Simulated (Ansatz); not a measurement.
Two isomers of CH5BO3: A = `OCB(O)O`, B = `COB(O)O`.

Gas-phase electronic energies from Ansatz, PBE0-D4/def2-TZVP geometries. CCSD(T)/CBS adds triple-zeta CCSD(T) − MP2 to the extrapolated MP2 energy (def2 sets, frozen cores). Functionals use def2-TZVPP. B3LYP here is the variant with VWN-RPA as its local correlation; programs differ in this. One conformer a species, not always the lowest.

**Question.** Which isomer does CCSD(T)/CBS put lower? Give the gap. (Best estimate.)

**Answer.** Computed: B, by 112.4 kJ/mol.

**Question.** Give E(B) − E(A) in kJ/mol with ωB97M-V, r2SCAN-D4, PBE0-D4, B3LYP-D4, MP2/def2-TZVPP, HF/def2-TZVPP, CCSD(T)/def2-TZVPP. (An estimate is asked.)

**Answer.** Computed: ωB97M-V -111.7, r2SCAN-D4 -114.3, PBE0-D4 -109.0, B3LYP-D4 -115.1, MP2/def2-TZVPP -115.1, HF/def2-TZVPP -130.4, CCSD(T)/def2-TZVPP -114.3. None reverses the order clearly.

Largest T1 diagnostic: 0.012.

From PBE to PBE0 (25 % exact exchange), in def2-TZVPP and without D4, E(B) − E(A) moves by −4.1 kJ/mol. In def2-TZVPP, CCSD(T) changes the Hartree–Fock value by +16.0 kJ/mol (the triples alone add +1.7 kJ/mol) and MP2 by +15.3 kJ/mol.
